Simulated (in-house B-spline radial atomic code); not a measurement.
**Solving the quasi-particle equation for 5d of Bi VI (Bi5+)**

Configuration [Xe] 4f14 5d10, start r2SCAN; correlation leaves out the 11 deepest shells, empty levels kept to 1440 hartree. Computed with a B-spline radial code for spherical atoms: all electrons, scalar-relativistic (spin-free one-electron X2C), finite nucleus, each spin shell either full or empty, empty states to l = 9 with an (l + 1/2)⁻⁴ tail; G0W0 by contour deformation at full frequency.

At the mean-field level ε = -81.124 eV the matrix elements are Σx = -44.307 eV, v_xc = -36.009 eV and Σc(ε) = -0.483 eV, and the slope of the correlation self-energy is dΣc/dω = -0.0382. The quasi-particle energy solves E = ε + Σx − v_xc + Σc(E).

What does the linearised equation give?

Z = 1/(1 − dΣc/dω) = 1/1.0382 = 0.9632. The first-order shift is Σx − v_xc + Σc(ε) = -44.307 − (-36.009) + (-0.483) = -8.781 eV, so E ≈ ε + Z × shift = -81.124 + 0.9632 × (-8.781) = -89.582 eV.

How does that compare with the full solution and with static screening?

Solving the equation at full frequency dependence gives E = -89.554 eV, where Σc = -0.133 eV and the weight is 0.956; the linearised value is off by 28 meV. Leaving Z out would give -89.905 eV. Static COHSEX puts -3.284 eV in place of Σc and gives -92.706 eV, 3.15 eV deeper.
